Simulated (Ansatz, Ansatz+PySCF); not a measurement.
```xyz
4

N     0.0000    0.0000    0.0000
H     0.8700    0.0000   -0.5200
H    -0.8700    0.0000   -0.5200
O     0.0000    0.0000    1.2800
```

Basis set: def2-SVP (spherical functions). Charge 0, multiplicity 2.

Computed with Ansatz (development build ahead of 0.2.0); each method stands on the lowest determinant of its kind that the runs found. Restricted functionals stand beside restricted open-shell atoms, which can lie above the unrestricted atoms usual in DFT and then raise those values.

(1) Give the atomization energy at this shape (free ground-state atoms in the same class of orbitals less the molecule, no zero-point energy) of doublet H2NO by PBE0 (unrestricted), PBE0 (restricted open-shell), UHF, ROHF.

## Answers

(1)

| method | atomization energy |
| --- | --- |
| PBE0 (unrestricted) | 277.66 kcal/mol |
| PBE0 (restricted open-shell) | 278.78 kcal/mol |
| UHF | 147.77 kcal/mol |
| ROHF | 148.81 kcal/mol |
